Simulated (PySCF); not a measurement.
## Two-component Hartree-Fock for Er³⁸⁺ (erbium, charge +38)

Start: [Ar] 3d10 4s2. Calculated with PySCF 2.14 in an uncontracted even-tempered set (19 s from 1.8 bohr⁻², ratio 2.6; 15 p from 2.4 bohr⁻², ratio 2.6; 10 d from 2.4 bohr⁻², ratio 2.6; 6 f from 2.4 bohr⁻², ratio 2.8): generalised Hartree-Fock with the X2C-1e Hamiltonian and a Gaussian nucleus; spin-orbit coupling (SO) screened by Boettger's factors.

```
spinor shell  electrons  ε, screened SO (eV)  weight of nominal j (screened SO)  rms radius, screened SO (bohr)
       1s1/2          2             -59461.2                              1.000                          0.0231
       2s1/2          2             -11494.2                              1.000                          0.0933
       2p1/2          2             -11014.4                              1.000                          0.0796
       2p3/2          4             -10089.0                              1.000                          0.0864
       3s1/2          2              -3835.1                              1.000                           0.236
       3p1/2          2              -3625.1                              1.000                           0.227
       3p3/2          4              -3419.1                              1.000                           0.240
       3d3/2          4              -3076.1                              1.000                           0.212
       3d5/2          6              -3031.2                              1.000                           0.215
       4s1/2          2              -1801.0                              1.000                           0.480
```

| quantity | screened SO |
| --- | --- |
| E (hartree) | -12208.66520 |
| M_J | 0 |
| ⟨J²⟩ | 0.000 |
| ⟨L²⟩ | 0.042 |
| ⟨S²⟩ | 0.042 |

Breit and QED terms are absent; they matter most for the inner s and p1/2 levels.

Densities and radii are taken from the X2C orbitals without a picture-change correction, which distorts them close to the nucleus.
